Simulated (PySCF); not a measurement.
# What a mistake does to a calculation on CGeH6NSi cation

These are calculations, not measurements. They come from PySCF 2.14.0, an open-source quantum chemistry program, on an isolated molecule that a program drew, which may never have been made. The molecule is CGeH6NSi cation (charge +1, singlet), drawn as the SMILES string `N[SiH]=[CH][GeH2+]`.

Each row is a Hartree-Fock (HF) and frozen-core CCSD(T) single point in the cc-pV(D+d)Z basis, meant for a local HF minimum. Run 1 is clean. Each other run has one planted mistake out of seven kinds, and not every kind appears here: one electron removed, one electron added, multiplicity raised by two, geometry at a saddle point, minimal basis STO-3G, one bond length entered in bohr, all coordinates scaled. The reference is restricted for singlets and unrestricted otherwise, and also for a bond in bohr. Adding or removing an electron swaps singlet and doublet. Electrons count all cores. HOMO and LUMO are orbital energies over both spins, the gradient is its largest component, and the lowest frequency (negative if imaginary) is given only where the gradient is small. Bond lengths are over the 9 bonds as drawn. T1 is the CCSD diagnostic: over 0.02 (restricted) or 0.045 (unrestricted) a single reference is doubtful. Germanium has the cc-pVDZ-PP basis, with a core potential (ECP10MDF) in place of its 10 inner electrons, and its 3s, 3p and 3d shells are frozen in CCSD(T).

Geometry of the clean run:
```xyz
10
CGeH6NSi cation, angstrom
N    -0.8742   -0.6746    1.4800
Si    0.2843   -0.8172    0.3131
C     0.5781    0.3130   -0.9884
Ge   -0.2677    1.8527   -1.3742
H    -1.5364    0.0732    1.5729
H    -0.9848   -1.3664    2.2006
H     1.0871   -2.0260    0.4615
H     1.3899    0.0403   -1.6580
H     0.1286    2.7081   -2.5538
H    -1.4182    2.3575   -0.5274
```

| run | electrons | basis functions | <S^2> | HOMO (eV) | LUMO (eV) | gradient (hartree/bohr) | lowest frequency (cm^-1) | mean bond (Å) | longest bond (Å) | T1 | HF (hartree) | CCSD(T) (hartree) | mistake |
|---|---|---|---|---|---|---|---|---|---|---|---|---|---|
| 1 | 64 | 104 | 0.000 | -14.10 | -3.96 | 1.9e-05 | 114 | 1.4196 | 1.799 | 0.0166 | -677.88330 | -678.42142 | no fault |
| 2 | 64 | 104 | 2.024 | -10.97 | -5.59 | 9.3e-02 | - | 1.4196 | 1.799 | 0.0209 | -677.79958 | -678.30948 | multiplicity raised by two |
| 3 | 65 | 104 | 0.895 | -5.38 | 2.47 | 3.9e-02 | - | 1.4196 | 1.799 | 0.0239 | -678.05499 | -678.60677 | one electron added |
| 4 | 64 | 104 | 0.000 | -14.91 | -3.73 | 7.1e-02 | - | 1.3103 | 1.660 | 0.0130 | -677.80435 | -678.32536 | all coordinates scaled |
| 5 | 64 | 104 | 1.026 | -13.81 | -4.65 | 1.9e-02 | - | 1.5828 | 3.119 | 0.0156 | -677.74402 | -678.24599 | one bond length entered in bohr |
| 6 | 63 | 104 | 0.763 | -21.59 | -11.60 | 6.9e-02 | - | 1.4196 | 1.799 | 0.0242 | -677.42108 | -677.91602 | ? |

**Which mistake was planted in run 6, and what did it cost?**

It counts 63 electrons, one fewer than the clean run, at the same geometry and basis. So the mistake is: one electron removed. Subtracting run 1 and multiplying by 627.51 kcal/mol a hartree, the energy moved by 290.0 kcal/mol in HF and 317.1 kcal/mol in CCSD(T).

